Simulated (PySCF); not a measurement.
Solvent effects on NMR parameters

Numbering as in the mapped SMILES `[CH:1]#[C:2][CH2:3][n:4]1[cH:5][c:6]([F:7])[cH:8][c:9]1[F:10]`; H(Xn) means a hydrogen on atom n.

GIAO PBE0/pcSseg-1 in PySCF 2.14 on one PBE0-D3(BJ)/def2-SVP conformer, non-relativistic, equivalent nuclei averaged. Solvents enter as an IEF-PCM continuum (dichloromethane with ε = 8.9, dimethylsulfoxide with ε = 46.8) around the gas-phase geometry. Shifts are referred to TMS, CFCl3 computed in the same medium.

In dichloromethane, δ in ppm: C6 156.8, C9 149.3, C5 100.5, C2 84.0, C8 81.8, C1 80.6, C3 34.0, F10 -143.4, F7 -168.9, H(C5) 6.33, H(C8) 5.71, H(C3) 4.53, H(C1) 2.59. Dipole moment 3.14 D.

Question: How does each δ change in the more polar medium?

Answer: 
```tsv
atoms	environment	Δδ, dimethylsulfoxide
C6	aromatic carbon bearing fluorine	-0.1
C9	aromatic carbon bearing fluorine	+0.2
C5	aromatic CH next to a ring nitrogen	+0.4
C2	alkyne carbon	+0.5
C8	aromatic CH	0.0
C1	terminal alkyne carbon	+0.1
C3	propargylic sp3 CH2 bonded to N	+0.1
F10	aryl fluorine	+0.5
F7	aryl fluorine	-0.6
H(C5)	hydrogen on an aromatic CH next to a ring nitrogen	+0.06
H(C8)	hydrogen on an aromatic CH	+0.03
H(C3)	hydrogen on a propargylic sp3 CH2 bonded to N	+0.05
H(C1)	hydrogen on a terminal alkyne carbon	+0.06
```

Changes are relative to dichloromethane. The dipole moment becomes 3.24 D in dimethylsulfoxide.

Question: Which nuclei move most (in ppm), and what does the model miss?

Answer: C2 (alkyne carbon, +0.5 ppm) and F10 (aryl fluorine, +0.5 ppm) and F7 (aryl fluorine, -0.6 ppm) in dimethylsulfoxide. A continuum only polarises the solute; specific hydrogen bonds, the anisotropy of aromatic solvents and changes of geometry or conformer are outside it.
